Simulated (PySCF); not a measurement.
An unknown is described by computed data only.

Formula: C5H6N2.

| Quantity | Value |
| --- | --- |
| 13C NMR | chemical shifts (computed TMS as zero) by class: 162.8 (1 C), 155.5 (1 C), 143.4 (1 C), 116.8 (1 C), 109.0 (1 C) ppm [GIAO PBE0/pcSseg-1] |
| Dipole | 2.00 D [PBE0/pcSseg-1] |
| Rotational structure | rotational constants A, B, C: 5.848, 2.775, 1.883 GHz [GFN2-xTB] |
| NMR, other nuclei | isotropic shieldings of nuclei other than C and H, by class: -37 (1 N), 179 (1 N) ppm [GIAO PBE0/pcSseg-1] |
| 1H NMR | chemical shifts (computed TMS as zero) by class: 8.40 (1 H), 7.66 (1 H), 6.62 (1 H), 6.40 (1 H), 4.10 (2 H) ppm [GIAO PBE0/pcSseg-1] |

The electronic properties come from PySCF, for the isolated species, density fitting. Levels stand in brackets. Isolated species at its GFN2-xTB geometry, gas phase. Each NMR value is the plain mean over a class of atoms that symmetry, rotation or inversion makes alike.

Task: Give a SMILES that accounts for the data.

Result: Numbering: `[NH2:1][c:2]1[cH:3][cH:4][cH:5][cH:6][n:7]1`. Its formula, C5H6N2, gives 4 degrees of unsaturation: 1 ring and 3 π bonds in the structure found (Kekulé form). 5 carbons fall into 5 classes; from least to most shielded: aromatic carbon bearing nitrogen [C2] (162.8 ppm), aromatic CH next to a ring nitrogen [C6] (155.5 ppm), aromatic CH carbon [C4] (143.4 ppm), aromatic CH carbon [C5] (116.8 ppm), aromatic CH carbon [C3] (109.0 ppm). Hydrogen classes from least to most shielded: 1 H on an aromatic CH next to a ring nitrogen, C6 (8.40 ppm), 1 H on an aromatic CH carbon, C4 (7.66 ppm), 1 H on an aromatic CH carbon, C5 (6.62 ppm), 1 H on an aromatic CH carbon, C3 (6.40 ppm), 2 H on an aniline-type nitrogen, N1 (4.10 ppm, a mean of values up to 0.5 ppm apart in this geometry). The other shieldings belong to: -37 ppm, pyridine-type nitrogen [N7]; 179 ppm, aniline-type nitrogen [N1]. By its constants the optimised geometry is an asymmetric top. Structure: `c1cnc(N)cc1`. Computed isomers that give other values at the same levels: `C=NC(=C)CC#N` (rotational constant A: 4.179 GHz; this holds for the one conformer computed); `[H]/N=C\c1ccc[nH]1` (rotational constant A: 7.941 GHz; this holds for the one conformer computed); `CN[C@@H]1C=C1C#N` (13C chemical shifts (computed TMS as zero) by class: 137.5 (1 C), 120.2 (1 C), 115.8 (1 C), 45.2 (1 C), 37.1 (1 C) ppm). The assignments are read from this structure; whether some other isomer fits the data as well wasn't checked.

The values belong to the conformer `[NH2:1][c:2]1[cH:3][cH:4][cH:5][cH:6][n:7]1`: H–N1–C2–C3 -169°, H–N1–C2–C3 -22°.
